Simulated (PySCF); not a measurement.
Stepwise substitution at one centre (In CH3-OH). Gas-phase values, no solvent. One relaxed conformer stands for each flexible species; it need not be the lowest. Strings in code marks are SMILES.

The brightest of the four lowest singlets (TDA) from two functionals at the same geometries (B3LYP-D3(BJ)/def2-TZVP), both in PySCF: PBE-D3(BJ)/def2-TZVP and B3LYP-D3(BJ)/def2-TZVP. B3LYP has the VWN-RPA correlation part, as in Gaussian. Excitations are Tamm–Dancoff values on a coarser integration grid. The basis has no diffuse functions, so Rydberg states are missing or too high.

```tsv
species	PBE-D3(BJ)/def2-TZVP (eV)	B3LYP-D3(BJ)/def2-TZVP (eV)
0 of 3 CH3 replaced by OH (`[CH3][In]([CH3])[CH3]`)	5.71	6.05
2 of 3 CH3 replaced by OH (`[CH3][In]([OH])[OH]` (O–In–O–H torsion 180°, O–In–O–H torsion -180°))	5.34	5.79
3 of 3 CH3 replaced by OH (`[OH][In]([OH])[OH]`)	5.31	5.78
```

Over these rows, drawn at random from the members with no instability flagged (it was tested for open shells, ions and some series alone), PBE minus B3LYP-D3(BJ): mean -0.42 eV, from -0.47 eV to -0.34 eV.
